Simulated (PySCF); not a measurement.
## Diatomic cations of Cs with group 12

CCSD(T) with double-zeta basis sets in PySCF, for the lowest determinant that a PBE0 search found; no spin–orbit coupling. De refers to high-spin ground-configuration atoms (the charge goes to the atom of lower measured ionisation energy or higher electron affinity, which is not always the lowest computed limit).

```
 M     basis  reference, frozen orbitals  charged atom  state (unpaired electrons)  Re (Å)  ωe (cm⁻¹)  De (eV)
Zn  def2-SVP                      RHF, 5           Cs+      singlet (closed shell)   3.946       50.6     0.19
Cd  def2-SVP                      RHF, 0           Cs+      singlet (closed shell)   4.137       36.5     0.16
Hg  def2-SVP                      RHF, 0           Cs+      singlet (closed shell)   3.984       36.2     0.15
```

The shortest bond is that of CsZn⁺ (3.946 Å), the longest that of CsCd⁺ (4.137 Å).

Down a group the atoms grow and get heavier, so bonds lengthen and wavenumbers fall; the exceptions here are the shorter bond at Hg. Relativity and the filled 4f shell contract the atoms of the sixth period.

Correlated steps freeze the inner cores (0 to 5 orbitals); shallow outer-core shells are correlated. Weak bonds: CsCd⁺, CsHg⁺, CsZn⁺. Basis-set superposition, not corrected here, can be much of De in a small basis, most of all at correlated wavefunction levels. Spin–orbit coupling is left out. For an ion De counts to the pair picked by the measured ionisation energies or electron affinities, which need not be the lowest pair at this level.
